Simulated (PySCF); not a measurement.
BFH3OSi, B2H5OSi, CH6BSi, CH6BOSi and others (calculated)

Computed with PySCF 2.14.0. Calculation on a computer-drawn molecule: optimised geometry and harmonic frequencies of an isolated molecule of the commonest isotopes, restricted reference for singlets and unrestricted otherwise, frozen core in MP2.

Common to all runs: multiplicity 1.

```yaml
- entry: 1
  formula: BFH3OSi
  start_structure:
    atoms_angstrom:
      - [B, -1.016, -2.0433, 1.0799]
      - [Si, 0.0544, -2.3956, -0.5083]
      - [O, 1.6319, -3.0207, -0.3382]
      - [F, -0.5856, -3.5301, -1.5511]
      - [H, -2.2196, -1.9273, 0.9774]
      - [H, -0.4983, -1.4754, 2.0198]
      - [H, 1.6513, -3.9054, -0.0144]
  given:
    charge: -1
    method: MP2
    basis: "aug-cc-pV(D+d)Z"
    drawn_bonds_atom: [1, 2, 2, 1, 1, 3]
    drawn_bonds_other_atom: [2, 3, 4, 5, 6, 7]
    drawn_bonds_order: [1, 1, 1, 1, 1, 1]
  results:
    optimised_atom_element: [B, Si, O, F, H, H, H]
    "optimised_atom_x [angstrom]": [-1.044, -0.1171, 1.471, -0.6974, -2.185, -0.3273, 1.918]
    "optimised_atom_y [angstrom]": [-2.084, -2.75, -3.421, -3.395, -1.69, -1.721, -3.237]
    "optimised_atom_z [angstrom]": [1.073, -0.4051, -0.4736, -1.832, 0.949, 1.99, 0.3647]
    "modes_frequency [cm^-1]": [111.3, 137.4, 177.7, 297.5, 454.0, 570.6, 575.5, 630.8, 765.0, 852.1, 933.6, 1094, 2500, 2595, 3839]
    "modes_reduced_mass [dalton]": [1.396, 4.179, 2.228, 7.721, 1.132, 1.283, 1.388, 5.008, 13.04, 3.417, 1.294, 1.288, 1.053, 1.124, 1.065]
    "rotational_constants [GHz]": [7.84, 5.562, 3.279]
    "total_energy [hartree]": -490.3712
    "convergence_status_largest_gradient_component [hartree/bohr]": 1.338e-05
- entry: 2
  formula: B2H5OSi
  start_structure:
    atoms_angstrom:
      - [B, -0.9603, 0.6359, 1.3729]
      - [Si, -1.7361, -0.8209, 0.4841]
      - [B, -0.8092, -2.1103, -0.809]
      - [O, -0.2245, -3.1961, -0.5274]
      - [H, -0.4932, 0.5173, 2.5112]
      - [H, -0.7974, 1.6853, 0.9129]
      - [H, -3.141, -1.0812, 0.6217]
      - [H, -0.7999, -1.7834, -1.9353]
      - [H, -0.1887, -3.635, 0.2896]
  given:
    charge: 1
    method: HF
    basis: "cc-pV(D+d)Z"
    drawn_bonds_atom: [1, 2, 3, 1, 1, 2, 3, 4]
    drawn_bonds_other_atom: [2, 3, 4, 5, 6, 7, 8, 9]
    drawn_bonds_order: [1, 1, 1, 1, 1, 1, 1, 1]
  results:
    optimised_atom_element: [B, Si, B, O, H, H, H, H, H]
    "optimised_atom_x [angstrom]": [-0.9112, -1.719, -0.7837, -0.1989, -0.5477, -0.8196, -3.181, -0.8313, -0.1581]
    "optimised_atom_y [angstrom]": [0.7121, -0.879, -2.175, -3.325, 0.5721, 1.746, -1.015, -1.748, -3.677]
    "optimised_atom_z [angstrom]": [1.457, 0.4907, -0.8504, -0.5898, 2.582, 0.8727, 0.637, -1.966, 0.2872]
    "modes_frequency [cm^-1]": [66.68, 138.3, 181.9, 307.9, 404.3, 470.9, 552.4, 618.0, 696.0, 738.1, 906.5, 961.7, 1026, 1181, 1210, 1462, 2362, 2730, 2749, 2848, 4157]
    "modes_reduced_mass [dalton]": [2.362, 2.947, 1.326, 1.805, 1.32, 2.738, 1.451, 3.329, 1.475, 1.325, 1.32, 1.343, 1.109, 1.218, 1.126, 8.527, 1.042, 1.046, 1.094, 1.13, 1.068]
    "rotational_constants [GHz]": [15.89, 2.476, 2.344]
    "total_energy [hartree]": -415.8024
    "convergence_status_largest_gradient_component [hartree/bohr]": 2.704e-05
- entry: 3
  formula: CH6BSi
  start_structure:
    atoms_angstrom:
      - [B, -1.093, -1.2031, -2.2068]
      - [Si, -1.3017, -0.0511, -0.5899]
      - [C, -2.82, 0.9975, -0.2748]
      - [H, -1.3122, -2.2868, -2.1567]
      - [H, -0.561, -0.727, -3.1458]
      - [H, -0.3714, 0.1299, 0.454]
      - [H, -2.5759, 2.0647, -0.1858]
      - [H, -3.3284, 0.7393, 0.6432]
      - [H, -3.6079, 0.9113, -0.9912]
  given:
    charge: 1
    method: HF
    basis: "cc-pV(D+d)Z"
    drawn_bonds_atom: [1, 2, 1, 1, 2, 3, 3, 3]
    drawn_bonds_other_atom: [2, 3, 4, 5, 6, 7, 8, 9]
    drawn_bonds_order: [1, 1, 1, 1, 1, 1, 1, 1]
  results:
    optimised_atom_element: [B, Si, C, H, H, H, H, H, H]
    "optimised_atom_x [angstrom]": [-1.041, -1.359, -2.868, -1.379, -0.5231, -0.3101, -2.577, -3.295, -3.619]
    "optimised_atom_y [angstrom]": [-1.185, 0.008637, 1.01, -2.325, -0.7162, 0.1027, 2.062, 0.7098, 0.9083]
    "optimised_atom_z [angstrom]": [-2.196, -0.5861, -0.2735, -2.135, -3.16, 0.4387, -0.176, 0.6903, -1.056]
    "modes_frequency [cm^-1]": [64.62, 187.5, 211.5, 417.7, 590.3, 616.8, 668.5, 790.2, 833.5, 949.4, 991.4, 1215, 1387, 1512, 1520, 2396, 2735, 2852, 3155, 3232, 3300]
    "modes_reduced_mass [dalton]": [1.105, 2.885, 1.069, 1.069, 4.256, 1.147, 1.134, 3.588, 1.421, 1.418, 1.274, 1.122, 1.207, 1.051, 1.051, 1.043, 1.046, 1.13, 1.037, 1.098, 1.102]
    "rotational_constants [GHz]": [24.57, 5.328, 4.684]
    "total_energy [hartree]": -354.6791
    "convergence_status_largest_gradient_component [hartree/bohr]": 1.652e-05
- entry: 4
  formula: CH6BOSi
  start_structure:
    atoms_angstrom:
      - [B, -0.4713, -1.5103, 1.9989]
      - [Si, 0.1332, -0.5718, 0.4241]
      - [O, -0.9097, -0.0066, -0.6836]
      - [C, -2.1477, 0.1222, -1.1649]
      - [H, -0.7967, -0.9074, 2.9925]
      - [H, -0.6811, -2.6835, 1.9335]
      - [H, 1.4191, -0.0899, -0.1857]
      - [H, -2.6903, -0.7819, -1.4115]
      - [H, -2.8197, 0.7841, -0.4975]
      - [H, -2.1917, 0.6888, -2.0665]
  given:
    charge: 1
    method: HF
    basis: "cc-pV(D+d)Z"
    drawn_bonds_atom: [1, 2, 3, 1, 1, 2, 4, 4, 4]
    drawn_bonds_other_atom: [2, 3, 4, 5, 6, 7, 8, 9, 10]
    drawn_bonds_order: [1, 1, 1, 1, 1, 1, 1, 1, 1]
  results:
    optimised_atom_element: [B, Si, O, C, H, H, H, H, H, H]
    "optimised_atom_x [angstrom]": [-0.5183, 0.08825, -0.8771, -2.251, -0.8674, -0.4956, 1.467, -2.865, -2.578, -2.26]
    "optimised_atom_y [angstrom]": [-1.638, -0.3993, 0.1769, 0.1956, -1.152, -2.812, 0.04909, -0.4212, 1.229, -0.1846]
    "optimised_atom_z [angstrom]": [1.872, 0.371, -0.7089, -1.154, 2.9, 1.681, 0.1817, -0.5029, -1.131, -2.17]
    "modes_frequency [cm^-1]": [68.71, 109.5, 131.4, 211.0, 263.0, 451.7, 594.5, 749.8, 768.8, 881.8, 977.9, 1216, 1247, 1266, 1295, 1581, 1589, 1600, 2433, 2743, 2864, 3235, 3349, 3374]
    "modes_reduced_mass [dalton]": [1.039, 3.035, 1.086, 3.455, 4.682, 1.066, 4.392, 1.35, 2.583, 1.574, 1.379, 1.211, 1.7, 1.242, 2.647, 1.046, 1.126, 1.071, 1.044, 1.046, 1.132, 1.03, 1.11, 1.113]
    "rotational_constants [GHz]": [12.28, 3.497, 2.838]
    "total_energy [hartree]": -429.5752
    "convergence_status_largest_gradient_component [hartree/bohr]": 2.081e-05
- entry: 5
  formula: BFH3Si
  start_structure:
    atoms_angstrom:
      - [B, -0.327, -0.6405, 0.4712]
      - [Si, -0.973, 1.001, 0.0533]
      - [F, -1.0692, 1.6699, -1.5405]
      - [H, -0.3835, -1.0457, 1.602]
      - [H, 0.2405, -1.3785, -0.298]
      - [H, -1.8747, 2.0262, 0.6347]
  given:
    charge: -1
    method: HF
    basis: "aug-cc-pV(D+d)Z"
    drawn_bonds_atom: [1, 2, 1, 1, 2]
    drawn_bonds_other_atom: [2, 3, 4, 5, 6]
    drawn_bonds_order: [1, 1, 1, 1, 1]
  results: {}
```

Question: Give the missing total energy for BFH3Si (entry 5).
Answer: -414.8303 hartree

Question: BFH3Si (entry 5): rotational constants?
Answer: 28.61, 6.265, 5.245 GHz

Further results for BFH3Si (entry 5):

```
convergence status largest gradient component : 2.434e-05 hartree/bohr
```

Optimised structure:
```xyz
6
BFH3Si
B     -0.3806    -0.6466     0.4420
Si    -0.8000     1.1720     0.0246
F     -1.0507     1.6157    -1.5652
H     -0.4035    -0.9545     1.6162
H      0.1909    -1.4011    -0.3146
H     -1.9430     1.8470     0.7196
```

Modes:
```
frequency (cm⁻¹)  reduced mass (dalton)
           142.4                   2.86
           275.6                  1.489
           511.1                  1.083
           606.9                  1.755
           729.3                  2.994
           794.1                  3.811
           853.3                  1.338
           906.5                  1.154
            1225                    1.2
            2182                  1.041
            2542                  1.055
            2593                   1.12
```
